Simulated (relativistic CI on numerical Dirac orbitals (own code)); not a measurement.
# Line list: Electric-dipole lines, Bi XX

Computed by Dirac-Coulomb-Breit CI, orbitals from a KLI potential per configuration, model QED, unscaled Slater integrals (own radial code, finite nucleus).

CI space (outside the closed core [Kr] 4d10): 4f14.5s2.5p2, 4f14.5s.5p3, 4f14.5s2.5p.5d, 4f14.5s.5p2.5d, 4f13.5s2.5p3, 4f14.5s2.5p.5f, 4f14.5s.5p2.5f, 4f14.5s2.5p.5g, 4f14.5s2.5p.6s, 4f14.5p3.5d, 4f14.5s.5p.5d2, 4f13.5s2.5p2.5d, 4f14.5s.5p2.5g, 4f14.5s2.5p.6p, 4f14.5s2.5d.5f, 4f14.5p3.6s, 4f14.5s.5p2.6s, 4f14.5s2.5p.6d, 4f14.5s.5p.5d.6s, 4f14.5p4, 4f13.5p5, 4f14.5s2.5d2, 4f14.5s.5d3, 4f14.5s.5d2.5f, 4f14.5p2.5d2, 4f14.5p.5d3, 4f13.5p3.5d2, 4f14.5p.5d2.5f, 4f14.5s2.5f2, 4f14.5s.5d.5f2, 4f14.5s.5f3, 4f14.5s2.5d.6s, 4f14.5s.5d2.6s, 4f14.5s.5d.5f.6s, 4f14.5p2.5f2, 4f14.5p.5d.5f2, 4f13.5p3.5f2, 4f14.5p.5f3, 4f14.5s2.5g2, 4f14.5s.5d.5g2, 4f14.5s.5f.5g2, 4f14.5p3.5f, 4f13.5p4.5f, 4f14.5s2.6s2, 4f14.5s.5d.6s2, 4f14.5s.5f.6s2. Double excitations out of closed p, d and f shells are left out; levels of such configurations are missing from the list, as are those of other unlisted configurations, and high levels can miss mixing partners. These lack a partner that the ground configuration has and come out too high: 4f13.5s2.5p2.5d, 4f14.5s.5p2.5g, 4f14.5s2.5p.5g, 4f14.5s2.5p.6s, 4f14.5s2.5p.6p.

```csv
λ vac (nm),Lower,Upper,A (s⁻¹),E lower (eV),E upper (eV)
10.657,4f13.5s2.5p3 3G_5 [35],4f13.5s2.5p2.5d 3H°_6 [376],4.76e+11,143.694,260.038
10.763,4f13.5s2.5p3 3H_6 [37],4f13.5s2.5p2.5d 3I°_7 [372],6.57e+11,143.879,259.071
10.813,4f13.5s2.5p3 3G_5 [11],4f13.5s2.5p2.5d 3G°_5 [187],2.24e+11,109.768,224.430
10.818,4f13.5s2.5p3 3G_5 [11],4f13.5s2.5p2.5d 5G°_6 [185],3.26e+11,109.768,224.374
10.829,4f13.5s2.5p3 3G_4 [19],4f13.5s2.5p2.5d 3G°_5 [245],3.06e+11,116.193,230.686
10.943,4f14.5s.5p3 3P°_2 [6],4f14.5s.5p2.5d 5P_2 [90],5.04e+11,76.539,189.836
10.966,4f14.5s.5p3 3D°_3 [10],4f14.5s.5p2.5d 3F_4 [162],3.88e+11,107.693,220.750
11.019,4f14.5s.5p3 3D°_1 [7],4f14.5s.5p2.5d 3F_2 [108],4.16e+11,84.221,196.738
11.020,4f14.5s2.5p2 3P_0 [1],4f14.5s2.5p.5d 3D°_1 [15],4.31e+11,0.000,112.509
11.059,4f14.5s2.5p2 1D_2 [3],4f14.5s2.5p.5d 3D°_3 [38],4.43e+11,31.829,143.939
11.148,4f14.5s.5p3 3P°_2 [6],4f14.5s.5p2.5d 5P_3 [83],3.09e+11,76.539,187.754
11.172,4f14.5s2.5p2 1D_2 [3],4f14.5s2.5p.5d 3D°_2 [32],2.81e+11,31.829,142.811
11.175,4f14.5s2.5p.5d 3D°_1 [15],4f14.5s2.5d2 3F_2 [177],5.82e+11,112.509,223.459
11.998,4f14.5s2.5p.5d 3F°_2 [9],4f14.5s2.5p.5f 3G_3 [128],3.31e+11,104.662,208.001
12.351,4f14.5s2.5p.5d 3D°_2 [32],4f14.5s2.5p.5f 3F_3 [323],6.38e+11,142.811,243.198
12.531,4f14.5s2.5p.5d 3D°_3 [38],4f14.5s2.5p.5f 3F_4 [322],6.63e+11,143.939,242.878
12.808,4f14.5s2.5p.5d 3F°_4 [33],4f14.5s2.5p.5f 3G_5 [312],4.32e+11,143.393,240.195
12.971,4f14.5s2.5p.5d 1F°_3 [58],4f14.5s2.5p.5f 1G_4 [333],8.01e+11,153.408,248.997
13.373,4f14.5s.5p3 3D°_2 [8],4f14.5s.5p2.5d 3D_3 [104],1.91e+11,103.273,195.986
13.469,4f14.5s2.5p.5d 3F°_4 [33],4f14.5s2.5d2 3F_4 [289],3.99e+11,143.393,235.441
13.474,4f13.5s2.5p3 5F_5 [27],4f13.5s2.5p2.5d 3H°_6 [260],2.38e+11,140.368,232.383
13.517,4f14.5s2.5p.5d 3F°_3 [22],4f14.5s2.5p.5f 3G_4 [129],2.92e+11,117.041,208.768
13.741,4f14.5s2.5p2 3P_2 [4],4f14.5s2.5p.5d 1F°_3 [58],3.83e+11,63.180,153.408
13.800,4f14.5s2.5p2 1S_0 [5],4f14.5s2.5p.5d 1P°_1 [61],3.48e+11,68.065,157.911
13.878,4f14.5s2.5p2 3P_2 [4],4f14.5s2.5p.5d 3P°_2 [55],3.43e+11,63.180,152.518
14.109,4f14.5s.5p3 3D°_3 [10],4f14.5s.5p2.5d 3F_4 [102],1.49e+11,107.693,195.568
14.139,4f14.5s2.5p2 1D_2 [3],4f14.5s.5p3 1D°_2 [24],2.07e+11,31.829,119.522
14.331,4f14.5s2.5p2 3P_1 [2],4f14.5s.5p3 3D°_2 [18],1.38e+11,29.638,116.155
14.534,4f13.5s2.5p3 3G_5 [11],4f13.5s2.5p2.5d 3H°_6 [100],1.14e+11,109.768,195.075
14.550,4f14.5s2.5p2 1D_2 [3],4f14.5s2.5p.5d 3F°_3 [22],1.40e+11,31.829,117.041
```

Terms are leading LS components. Brackets give the number of a level in order of energy, since labels repeat. The list gives strong lines, with weight on those to low levels, without lines whose two gauges differ by over a factor of 2.5, among the lowest 400 of 8424 levels, so that lines to higher ones, which can be the strongest, are missing. Levels whose partners in the same complex of configurations lie outside the list can be far off, and so can their lines. Rates are taken at the computed energies, electric ones in the length gauge.

At this charge energies of transitions that change n are usually good to better than 1 %, and those within a shell (Δn = 0) to a few per cent.

LS names give the leading component of a level, which can be under half, so a name can repeat, a term be missing and a line seem to break the LS rules.
